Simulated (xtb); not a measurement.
A run for xtb: GFN-FF on C4H12 (a complex), monomers drawn apart or pushed together.

```
$ xtb mol.xyz --gfnff --sp --chrg 0 --uhf 0
16

C      0.01762363     0.15924781     0.17468270
H      0.11246673     0.26709414    -0.90488551
H     -0.89601535    -0.38639794     0.40612942
H      0.87463858    -0.38907786     0.56258783
H     -0.02230556     1.14428219     0.63701222
C      0.42025473    -1.27554167     3.50969565
C      0.48959226     0.24344565     3.64149481
C     -0.88832537     0.89970159     3.63014141
H      1.41505213    -1.72526938     3.51643864
H     -0.14977960    -1.71464410     4.33232464
H     -0.07052305    -1.56511133     2.57763069
H      1.09348455     0.65193068     2.82639023
H      1.01045968     0.50548611     4.56728898
H     -0.81716058     1.98517840     3.72288114
H     -1.41911227     0.67829787     2.70133689
H     -1.50335594     0.53406420     4.45629067
```

It printed:

```
[...]
           -------------------------------------------------
          |                Calculation Setup                |
           -------------------------------------------------



molecular fragmentation (1/2 indicates fragments):
1111122222222222
# atoms in fragment 1/2:     5    11
 fragment masses (1/2) :       16.04       44.10
CMA distance (Bohr)    :   6.471
constraining FC (au)   :  0.0500

          ==================== Thresholds ====================
          CN  :   150.00000
          rep :   500.00000
          disp:  2500.00000
          HB1 :   250.00000
          HB2 :   450.00000

          Pauling EN used:
          Z : 1  EN :  2.20
          Z : 6  EN :  2.55
          electric field strengths (au): 0.000

           -------------------------------------------------
          |           Force Field Initialization            |
           -------------------------------------------------

          distances ...
          ----------------------------------------
          generating topology and atomic info file ...
          pair mat ...
          computing topology distances matrix with Floyd-Warshall algo ...
          making topology EEQ charges ...
          #fragments for EEQ constrain: 2
          ----------------------------------------
          generating topology and atomic info file ...
          pair mat ...
          computing topology distances matrix with Floyd-Warshall algo ...
          making topology EEQ charges ...
          rings ...
          # BATM   54
          # H in HB   0

  atom   neighbors  erfCN metchar sp-hybrid imet pi  qest     coordinates
    1  C       4    3.48   0.00         3    0    0  -0.074    0.033304    0.300935    0.330102
    2  H       1    0.97   0.00         0    0    0   0.018    0.212531    0.504735   -1.709986
    3  H       1    0.97   0.00         0    0    0   0.018   -1.693224   -0.730186    0.767473
    4  H       1    0.97   0.00         0    0    0   0.018    1.652827   -0.735251    1.063137
    5  H       1    0.97   0.00         0    0    0   0.018   -0.042151    2.162380    1.203779
    6  C       4    3.49   0.00         3    0    0  -0.056    0.794166   -2.410424    6.632364
    7  C       4    3.48   0.00         3    0    0  -0.038    0.925195    0.460046    6.881428
    8  C       4    3.49   0.00         3    0    0  -0.056   -1.678692    1.700190    6.859973
    9  H       1    0.97   0.00         0    0    0   0.019    2.674061   -3.260287    6.645106
   10  H       1    0.97   0.00         0    0    0   0.019   -0.283042   -3.240208    8.186907
   11  H       1    0.97   0.00         0    0    0   0.019   -0.133269   -2.957632    4.871016
   12  H       1    0.97   0.00         0    0    0   0.018    2.066386    1.231970    5.341103
   13  H       1    0.97   0.00         0    0    0   0.018    1.909492    0.955230    8.630925
   14  H       1    0.97   0.00         0    0    0   0.019   -1.544210    3.751443    7.035226
   15  H       1    0.97   0.00         0    0    0   0.019   -2.681734    1.281797    5.104787
   16  H       1    0.97   0.00         0    0    0   0.019   -2.840931    1.009235    8.421169

          #atoms :   16
          #bonds :   14
          #angl  :   24
          #tors  :   18
          #nmol  :   2
          #optfrag :   2
           -------------------------------------------------
          |                   G F N - F F                   |
          |          A general generic force-field          |
          |                  Version 1.0.3                  |
           -------------------------------------------------
          Number of HB bonds (bound hydrogen)     0
Note: The following floating-point exceptions are signalling: IEEE_UNDERFLOW_FLAG IEEE_DENORMAL
normal termination of xtb
          Number of HB bonds (unbound hydrogen)   0
          Number of XB bonds                      0

 E+G (total)                   0 d,  0 h,  0 min,  0.000 sec
 distance/D3 list               ...        0 min,  0.000 sec (  1.065%)
 non bonded repulsion           ...        0 min,  0.000 sec ( 16.878%)
 dCN                            ...        0 min,  0.000 sec (  5.176%)
 EEQ energy and q               ...        0 min,  0.000 sec ( 13.845%)
 D3                             ...        0 min,  0.000 sec ( 13.171%)
 EEQ gradient                   ...        0 min,  0.000 sec (  4.230%)
 bonds                          ...        0 min,  0.000 sec (  8.621%)
 bend and torsion               ...        0 min,  0.000 sec ( 12.304%)
 bonded ATM                     ...        0 min,  0.000 sec (  8.863%)
 HB/XB (incl list setup)        ...        0 min,  0.000 sec ( 11.222%)

         :::::::::::::::::::::::::::::::::::::::::::::::::::::
         ::                     SUMMARY                     ::
         :::::::::::::::::::::::::::::::::::::::::::::::::::::
         :: total energy              -2.147239354829 Eh    ::
         :: gradient norm              0.011459540592 Eh/a0 ::
         ::.................................................::
         :: bond energy               -2.244129234428 Eh    ::
         :: angle energy               0.000756274455 Eh    ::
         :: torsion energy             0.000013554447 Eh    ::
         :: repulsion energy           0.107584326775 Eh    ::
         :: electrostat energy        -0.004859029510 Eh    ::
         :: dispersion energy         -0.006493745843 Eh    ::
         :: HB energy                  0.000000000000 Eh    ::
         :: XB energy                  0.000000000000 Eh    ::
         :: bonded atm energy         -0.000111500726 Eh    ::
         :: external energy            0.000000000000 Eh    ::
         :: add. restraining           0.000000000000 Eh    ::
         :: total charge               0.000000000000 e     ::
         :::::::::::::::::::::::::::::::::::::::::::::::::::::

           -------------------------------------------------
          |                Property Printout                |
           -------------------------------------------------

molecular dipole:
                 x           y           z       tot (Debye)
 q only:       -0.009      -0.005      -0.001       0.027

           -------------------------------------------------
          | TOTAL ENERGY               -2.147239354829 Eh   |
          | GRADIENT NORM               0.011459540592 Eh/α |
           -------------------------------------------------
########################################################################
[WARNING] Runtime exception occurred
-1- gfnff_setup: Could not read topology file.
########################################################################

------------------------------------------------------------------------
------------------------------------------------------------------------
 total:
 SCF:
```

The run finished.

Cost: roughly 0.020 core-seconds.
